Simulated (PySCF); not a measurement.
# A small calculation by hand: chemical shift, span and skew from a shielding tensor

C6H4N2OSe, SMILES c1c[se]c(-c2nnco2)c1. Atoms are numbered in the order given.

```xyz
14

C      1.6307     2.1832     0.0000
C      0.3505     2.6740     0.0000
Se    -0.9266     1.3126     0.0000
C      0.5170     0.1029     0.0000
C      0.3272    -1.3259     0.0000
N      1.2265    -2.2692     0.0000
N      0.5387    -3.4710     0.0000
C     -0.7175    -3.1752     0.0000
O     -0.9380    -1.8362     0.0000
C      1.7267     0.7609     0.0000
H      2.5075     2.8335     0.0000
H      0.0438     3.7192     0.0000
H     -1.5770    -3.8409     0.0000
H      2.6697     0.2122     0.0000
```
Charge 0, spin multiplicity 1.

The structure is a stationary point at B3LYP-D3(BJ)/def2-SVP. The structure was generated by enumeration, and PubChem lists no compound with its InChIKey, so it may never have been made. The values are those of a single conformer.

GIAO shieldings from PBE/pcSseg-1 (PySCF), non-relativistic, no solvent. The symmetric part of the tensor of Se3 has the principal values 754.2, 1167.5, 1252.5 ppm. The same nucleus in Me2Se has σ = 1634.8 ppm at this level (PySCF, at its B3LYP-D3(BJ)/def2-TZVP geometry).

Work out the isotropic shielding, the ⁷⁷Se shift against Me2Se, the span and the skew.


σ(iso) = (σ11 + σ22 + σ33)/3 = 1058.1 ppm. δ = σ(ref) − σ(iso) = 1634.8 − (1058.1) = 576.7 ppm.
Span Ω = σ33 − σ11 = 498.3 ppm. Skew κ = 3(σ(iso) − σ22)/Ω = -0.66. Tumbling in solution averages the tensor to δ; in a static solid the shielding alone would spread this spin-1/2 line over Ω.
